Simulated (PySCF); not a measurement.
Correlation energy of Fe (iron, neutral)

[Ar] 3d7 4s1, high-spin 5F determinant (an excited configuration). Computed with PySCF 2.14 in x2c-TZVPPall with one added diffuse shell each of s, p, d, f type (7s6p5d3f1g, 80 functions), with the spin-free X2C one-electron Hamiltonian (Gaussian nucleus). Frozen: [Ne]; 16 electrons correlated.

MP2 pair energies summed by pair of shells (mhartree):

```
 pair   energy  share (%)
3d-3d  -210.11       36.2
3p-3d  -206.55       35.6
3p-3p   -64.88       11.2
3s-3d   -38.08        6.6
3s-3p   -29.65        5.1
3d-4s   -21.36        3.7
3p-4s    -5.42        0.9
3s-3s    -4.34        0.7
3s-4s    -0.42        0.1
```

Total MP2 correlation energy: -580.80 mhartree.

Same-spin part -200.06 and opposite-spin part -380.74 mhartree; SCS-MP2 scales them by 1/3 and 6/5 to -523.57 mhartree.

This basis was not built for core-valence correlation, so the inner-shell part is incomplete.
